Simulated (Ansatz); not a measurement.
Ansatz (an electronic-structure program) input for C2H6ClFSi, SMILES [SiH3]C[C@H](Cl)F, PBE0-D3(BJ)/def2-SVP. 

Ansatz 0.2 input:
```yaml
crystal:
  periodic: [false, false, false]
  atoms:
    - {symbol: F, position_ang: [-1.11274349, -1.37953905, 0.36327382]}
    - {symbol: C, position_ang: [-0.97677196, -0.26778212, -0.42268111]}
    - {symbol: Cl, position_ang: [-1.11356331, 1.21200754, 0.62383553]}
    - {symbol: C, position_ang: [0.35336443, -0.29225472, -1.14697718]}
    - {symbol: Si, position_ang: [1.90930929, -0.23288416, -0.03218693]}
    - {symbol: H, position_ang: [-1.85039264, -0.21958366, -1.10623054]}
    - {symbol: H, position_ang: [0.39877730, 0.55730997, -1.85911350]}
    - {symbol: H, position_ang: [0.38771109, -1.22351643, -1.75316086]}
    - {symbol: H, position_ang: [1.76449315, -1.15470174, 1.14291339]}
    - {symbol: H, position_ang: [3.07060054, -0.69084812, -0.87298963]}
    - {symbol: H, position_ang: [2.18419338, 1.16366251, 0.44247955]}
basis:
  gaussian:
    orbitals: def2-SVP
hamiltonian:
  xc: pbe0
  dispersion: d3bj
relax: {f_tol: 0.002, max_steps: 200}
```

Program output:

```
WARN ansatz: RAYON_NUM_THREADS=1 ignored (pool sized by the plan → 1); use --threads N
Functional definition: PBE0
integrals: 0.06 GiB planned
1149 factors; integrals over basis functions are off by at most 2.8e-4 eV
mean field: 0.49 GiB planned
mean field evaluation 1: about -25263.1062 eV, gradient 3.7e1 eV
mean field evaluation 2: about -25262.1814 eV, gradient 4.0e1 eV
mean field evaluation 4: about -25266.1076 eV, gradient 1.4e0 eV
mean field evaluation 8: about -25266.1357 eV, gradient 1.5e-2 eV
mean field -25266.13570599 eV, -928.5133611932 hartree, gradient 3.0e-5 eV, S^2 0.000000; 0 other end points of the search recorded, 0 dependent functions left out
the calculation of the forces begins
reference -25266.13573140 eV, -928.5133621271 hartree; 29, 29 occupied and 79, 79 virtual orbitals, 1149 factors
relax step   1: F+E_penalty+E_count = -25266.36157369 eV  Δ(F+E_penalty+E_count) = +0.000e0 eV  max|allowed force component| = 5.836e-1 eV/Å  Δτ_max = 0.0000 Å  (25 SCF iters, accepted)
these checks for a lower state are left out or cut short: starts, cluster_reference, orbital_swaps, neighbouring_geometries, increment
integrals: 0.06 GiB planned
1149 factors; integrals over basis functions are off by at most 2.8e-4 eV
mean field: 0.49 GiB planned
mean field evaluation 16: about -25266.1260 eV, gradient 1.2e0 eV
mean field -25266.15242996 eV, -928.5139757880 hartree, gradient 9.0e-6 eV, S^2 0.000000; 0 other end points of the search recorded, 0 dependent functions left out
the calculation of the forces begins
reference -25266.15245528 eV, -928.5139767183 hartree; 29, 29 occupied and 79, 79 virtual orbitals, 1149 factors
relax step   2: F+E_penalty+E_count = -25266.37932747 eV  Δ(F+E_penalty+E_count) = -1.775e-2 eV  max|allowed force component| = 2.322e-1 eV/Å  Δτ_max = 0.0168 Å  (30 SCF iters, accepted)
these checks for a lower state are left out or cut short: starts, cluster_reference, orbital_swaps, neighbouring_geometries, increment
integrals: 0.06 GiB planned
1149 factors; integrals over basis functions are off by at most 2.8e-4 eV
mean field: 0.49 GiB planned
mean field -25266.15491981 eV, -928.5140672883 hartree, gradient 8.6e-6 eV, S^2 0.000000; 0 other end points of the search recorded, 0 dependent functions left out
the calculation of the forces begins
reference -25266.15494510 eV, -928.5140682176 hartree; 29, 29 occupied and 79, 79 virtual orbitals, 1149 factors
relax step   3: F+E_penalty+E_count = -25266.38206270 eV  Δ(F+E_penalty+E_count) = -2.735e-3 eV  max|allowed force component| = 4.991e-2 eV/Å  Δτ_max = 0.0089 Å  (30 SCF iters, accepted)
these checks for a lower state are left out or cut short: starts, cluster_reference, orbital_swaps, neighbouring_geometries, increment
integrals: 0.06 GiB planned
1149 factors; integrals over basis functions are off by at most 2.8e-4 eV
mean field: 0.49 GiB planned
mean field evaluation 32: about -25266.1550 eV, gradient 1.0e-4 eV
mean field -25266.15502094 eV, -928.5140710047 hartree, gradient 1.9e-5 eV, S^2 0.000000; 0 other end points of the search recorded, 0 dependent functions left out
the calculation of the forces begins
reference -25266.15504622 eV, -928.5140719338 hartree; 29, 29 occupied and 79, 79 virtual orbitals, 1149 factors
relax step   4: F+E_penalty+E_count = -25266.38218941 eV  Δ(F+E_penalty+E_count) = -1.267e-4 eV  max|allowed force component| = 2.224e-2 eV/Å  Δτ_max = 0.0023 Å  (24 SCF iters, accepted)
these checks for a lower state are left out or cut short: starts, cluster_reference, orbital_swaps, neighbouring_geometries, increment
integrals: 0.06 GiB planned
1149 factors; integrals over basis functions are off by at most 2.8e-4 eV
mean field: 0.49 GiB planned
mean field -25266.15508944 eV, -928.5140735218 hartree, gradient 8.6e-5 eV, S^2 0.000000; 0 other end points of the search recorded, 0 dependent functions left out
the calculation of the forces begins
reference -25266.15511472 eV, -928.5140744509 hartree; 29, 29 occupied and 79, 79 virtual orbitals, 1149 factors
relax step   5: F+E_penalty+E_count = -25266.38221228 eV  Δ(F+E_penalty+E_count) = -2.287e-5 eV  max|allowed force component| = 2.276e-3 eV/Å  Δτ_max = 0.0016 Å  (19 SCF iters, accepted)
these checks for a lower state are left out or cut short: starts, cluster_reference, orbital_swaps, neighbouring_geometries, increment
integrals: 0.06 GiB planned
1149 factors; integrals over basis functions are off by at most 2.8e-4 eV
mean field: 0.49 GiB planned
mean field -25266.15510914 eV, -928.5140742458 hartree, gradient 2.5e-5 eV, S^2 0.000000; 0 other end points of the search recorded, 0 dependent functions left out
the calculation of the forces begins
reference -25266.15513442 eV, -928.5140751750 hartree; 29, 29 occupied and 79, 79 virtual orbitals, 1149 factors
relax step   6: F+E_penalty+E_count = -25266.38221430 eV  Δ(F+E_penalty+E_count) = -2.019e-6 eV  max|allowed force component| = 8.979e-4 eV/Å  Δτ_max = 0.0008 Å  (19 SCF iters, accepted)
integrals: 0.06 GiB planned
1149 factors; integrals over basis functions are off by at most 2.8e-4 eV
mean field: 0.49 GiB planned
mean field -25266.15510914 eV, -928.5140742458 hartree, gradient 2.5e-5 eV, S^2 0.000000; 1 other end points of the search recorded, 0 dependent functions left out
the calculation of the forces begins
reference -25266.15513442 eV, -928.5140751750 hartree; 29, 29 occupied and 79, 79 virtual orbitals, 1149 factors
Total energy: -25266.38223958 eV, -928.5224211356 hartree
Atom 0 at    -1.103981    -1.363098     0.357415 Å, force     0.000326     0.000007    -0.000044 eV/Å
Atom 1 at    -0.969335    -0.263973    -0.421000 Å, force     0.000263    -0.000064    -0.000801 eV/Å
Atom 2 at    -1.107837     1.193926     0.614969 Å, force    -0.000090     0.000630    -0.000072 eV/Å
Atom 3 at     0.353893    -0.291312    -1.141070 Å, force    -0.000643    -0.000036     0.000898 eV/Å
Atom 4 at     1.901890    -0.234074    -0.034950 Å, force    -0.000053    -0.000054    -0.000504 eV/Å
Atom 5 at    -1.831692    -0.221655    -1.103933 Å, force     0.000095    -0.000201     0.000288 eV/Å
Atom 6 at     0.399589     0.551392    -1.848809 Å, force     0.000513    -0.000154    -0.000068 eV/Å
Atom 7 at     0.384858    -1.216502    -1.741481 Å, force    -0.000022    -0.000038     0.000167 eV/Å
Atom 8 at     1.759250    -1.149083     1.132894 Å, force     0.000127    -0.000239    -0.000122 eV/Å
Atom 9 at     3.054546    -0.687048    -0.872030 Å, force    -0.000239     0.000144    -0.000250 eV/Å
Atom 10 at     2.173797     1.153297     0.437157 Å, force    -0.000279     0.000003     0.000509 eV/Å
Dipole moment:     0.014508    -0.021157    -0.445402 e Å
```

The calculation finished and met its thresholds.

Cost: very roughly 30 core-seconds.
